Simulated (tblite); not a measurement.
Species: H8NOSi3 (doublet state).
Bonds: Si1–O2, O2–Si3, Si3–N4, N4–Si5. Hydrogens: H6, H7 on Si1; H8, H9 on Si3; H10 on N4; H11, H12, H13 on Si5.

A start from a force field or distance geometry was refined with GFN2-xTB geometry optimisation, gas phase (tblite). Values at the start:

```tsv
coordinate	start
Si1–O2	1.736 Å
Si1–H6	1.476 Å
O2–Si3	1.717 Å
Si3–N4	1.768 Å
Si3–H8	1.473 Å
N4–Si5	1.767 Å
N4–H10	1.064 Å
Si5–H11	1.487 Å
Si1–O2–Si3	104.7°
O2–Si3–N4	113.7°
Si3–N4–Si5	115.9°
```

Q: How do these coordinates change at the GFN2-xTB level?

A: 
| coordinate | GFN2-xTB (Å or °) | change |
| --- | --- | --- |
| Si1–O2 | 1.625 | -0.111 |
| O2–Si3 | 1.612 | -0.105 |
| N4–H10 | 1.005 | -0.059 |
| Si3–N4 | 1.728 | -0.040 |
| N4–Si5 | 1.732 | -0.035 |
| Si5–H11 | 1.467 | -0.020 |
| Si1–H6 | 1.457 | -0.019 |
| Si3–H8 | 1.460 | -0.013 |
| Si1–O2–Si3 | 150.4 | +45.7 |
| Si3–N4–Si5 | 130.6 | +14.7 |
| O2–Si3–N4 | 108.5 | -5.2 |

The energy falls by 1.253 eV over 112 L-BFGS steps, the largest force on an atom goes from 2.97 to 0.007 eV/Å, and the atoms move by 0.973 Å rms after alignment. The bond that changes most is Si1–O2 (ends: silicon bonded to O and 2 H; oxygen bonded to 2 Si), which shortens by 0.111 Å. Bonds longer at the end by more than 0.005 Å: 1 of 12; shorter: 11. Among the dihedrals that turn most is H6–Si1–O2–Si3, from -9° to -175°. Rotational constants go from 5965, 1150, 1013 to 3080, 1786, 1178 MHz.

Its GFN2-xTB frequencies are all real (lowest 32 cm⁻¹). 3 starts were optimised and ended at 0.00, 0.65 and 0.80 kcal/mol (GFN2-xTB); the lowest of these is shown.

One conformer stands for the species.

These are computed values.
